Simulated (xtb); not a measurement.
CH₃, SMILES [CH3+], charge +1. All values are semi-empirical tight-binding results from xtb (GFN2-xTB unless named), good for trends rather than for accurate numbers. The structure is a stationary point at GFN2-xTB.

Optimised geometry:

```xyz
4

C      0.0000     0.0000     0.0000
H      1.1026     0.0000     0.0000
H     -0.5513     0.9549     0.0000
H     -0.5513    -0.9549     0.0000
```
Charge +1, spin multiplicity 1.

```
Quantity                                            Value
-----------------------------------------  --------------
point group as xtb finds it                           D3h
orbital gap                                       2.24 eV
zero-point energy                           17.0 kcal/mol
G − E(el) at 298.15 K (modified RRHO)        6.1 kcal/mol
static polarisability (D4 model)               12.3 bohr³
solvation energy, GFN2-xTB/ALPB(water)     -83.9 kcal/mol
solvation energy, GFN2-xTB/ALPB(methanol)  -76.1 kcal/mol
```

Task: Give the IR lines (harmonic; lines under 4 % of the strongest left out, lines within 3 cm⁻¹ merged). (The exact figures need the calculation; the answer reports its results.)

Result: ν (cm⁻¹): 1038 (w), 1138 (m), 2880 (vs) (against the strongest line: vs over 80 %, s over 45 %, m over 15 %, w over 4 %, vw less)

Computed atomic charges:
charges (e) C1 0.09, H2 0.30, H3 0.30, H4 0.30.
